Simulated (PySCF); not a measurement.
# Unknown compound

Molecular formula: C8H13F. Simulated spectra:

¹H NMR (600 MHz, computed): δ 5.00 (m, 1H), 2.49 (m, 1H), 2.25 (m, 1H), 2.17 (m, 1H), 1.80 (m, 1H), 1.76 (m, 1H), 1.72 (m, 1H), 1.69 (m, 1H), 1.63 (m, 1H), 1.53 (m, 1H), 1.43 (m, 1H), 1.29 (m, 1H), 0.96 (m, 1H).

¹³C{¹H} NMR (computed): δ 86.6 (CH), 40.8 (CH), 34.0 (CH2), 29.0 (CH2), 25.9 (CH2), 24.6 (CH2), 23.5 (CH2), 23.2 (CH).

[PySCF 2.14: shielding tensors at PBE0/pcSseg-1 (GIAO); geometry: GFN2-xTB; no solvent; one conformer; non-relativistic Hamiltonian]

Referencing at the same level of theory: ¹H and ¹³C vs TMS.

Question: Which candidate is it?
A. F[C@@]12CCC[C@@H](CC1)C2
B. FC12CCC(CC1)CC2
C. C=C(CC)C(=C)CCF
D. F[C@@H]1C[C@@H]2CCCC[C@@H]21
E. F[C@H]1[C@@H]2CCC[C@H]1CC2
F. FC1CCC2(CC1)CC2

Answer: D. 

1. The formula gives 2 degrees of unsaturation (2 rings in the answer).
2. 8 carbon signals for 8 carbons: no two carbons are equivalent.
3. Carbon types of the structure: 3 × CH, 5 × CH2, which accounts for all hydrogens.
4. δC 86.6: sp3 CH bonded to F; deshielded by the electronegative neighbour.
5. δC 40.8, 23.2: sp3 CH in a ring; saturated and bonded to C and H only.
6. δC 34.0, 29.0, 25.9, 24.6, 23.5: sp3 CH2 in a ring; aliphatic region, no heteroatom directly attached.
7. δH 5.00: hydrogen on an sp3 CH bonded to F; its carbon carries F, which withdraws density.
8. δH 2.49, 1.76: hydrogen on an sp3 CH in a ring.

The others: F[C@H]1[C@@H]2CCC[C@H]1CC2 would give 5 carbon signals, not 8; FC12CCC(CC1)CC2 would give 4 carbon signals, not 8; C=C(CC)C(=C)CCF would give 8 signals for carbon-bound and other non-exchanging H, not 13; F[C@@]12CCC[C@@H](CC1)C2 has carbons computed at 103.0, 46.3, 41.1, 38.1, 36.2, 35.2, 29.3, 23.3, with a different DEPT pattern; FC1CCC2(CC1)CC2 would give 6 carbon signals, not 8.

Splittings by ¹⁹F in the carbon and heteronuclear signals aren't shown, as no couplings were computed. Shifts are as computed. Against solution values, carbons near 30 ppm lie about +3 ppm off and those near 130 ppm about +5 ppm. Of 1211 compounds with measured shifts, 218 miss one by over three times the rms of a fit or turn the order of signals round; such compounds aren't used in these exercises. Multiplicities follow the n + 1 count of equivalent neighbours, as no J values were calculated; m marks all less simple cases, F and P coupling included.
